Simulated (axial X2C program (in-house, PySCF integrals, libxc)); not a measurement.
## Potential curves of AlRu, with spin–orbit coupling

All values were computed with an axial X2C code built on PySCF integrals. Two-component (2c) means X2C with spin–orbit coupling and atomic mean-field two-electron Coulomb and Gaunt terms. Basis: Ru dyall-cv3z [12s12p8d5f3g], Al dyall-v3z [8s8p2d1f] (cores contracted in-house); Gaussian nuclei, density fitting, unrestricted open shells. Masses: Ru 101.904 u, Al 26.982 u.

State: Ω = 3/2 (⟨Sz⟩ = 1.49, ⟨Lz⟩ = 0.01 at PBE). Energies in kJ/mol from the lowest point of each curve. Fits are polynomials in 1 − R0/R over 0.85 to 1.23 times the lowest point R0.

```
 R (Å)    PBE
1.9888  68.28
2.0803  28.14
2.1488  11.22
2.2174   2.54
2.2860   0.00
2.3660   2.54
2.4460   9.22
2.5489  21.55
2.6746  39.80
2.8575  68.77
```

Occupations by symmetry block were frozen at the best pattern of an incomplete PBE0 search. Density functionals use the spin component along the axis (collinear). Other states lie close and PBE0, whose exact exchange favours high spin, may order them wrongly; the determinant shown need not be the ground state. The nearest other 2c determinant of the search, Ω = 7/2, lies 0.29 eV up at the distance of the search. With several unpaired electrons one determinant need not be a pure state. At some level and bond length an empty orbital lies below a filled one. This is the top spin component of a Σ state; components of lower Ω are not single determinants and can lie lower.

(1) What are Re and ωe at the PBE level?

Answers

(1) At PBE, 2c: Re = 2.287 Å, ωe ≈ 352 cm⁻¹; Be follows as 0.151 cm⁻¹.
